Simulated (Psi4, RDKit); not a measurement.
Conformational energy of SMILES C/C=C\c1ccco1. Scanned: dihedral C2–C3–C4–O8; all other coordinates were relaxed at GFN2-xTB. Points at φ and −φ are mirror images. Heavy atoms are numbered in the order of the SMILES C/C=C\c1ccco1, hydrogens after them in the order of the atoms that carry them; the mirror image has the same energies with the sign of each dihedral reversed.

MMFF94 // GFN2-xTB (RDKit); PBE-D3(BJ)/def2-SVP // GFN2-xTB (Psi4).

Energies relative to the lowest point of each profile, in kcal/mol:

```tsv
φ / °	MMFF94
-150	1.4
-120	2.7
-90	3.9
-60	2.0
-30	0.3
0	0.0
30	0.3
60	2.0
90	3.9
120	2.7
150	1.4
180	1.7
```

**Question.** Estimate the PBE-D3(BJ)/def2-SVP values at these points.

**Answer.** -150: 1.4; -120: 4.5; -90: 6.8; -60: 5.0; -30: 1.5; 0: 0.0; 30: 1.5; 60: 5.0; 90: 6.8; 120: 4.5; 150: 1.4; 180: 0.4 (kcal/mol).
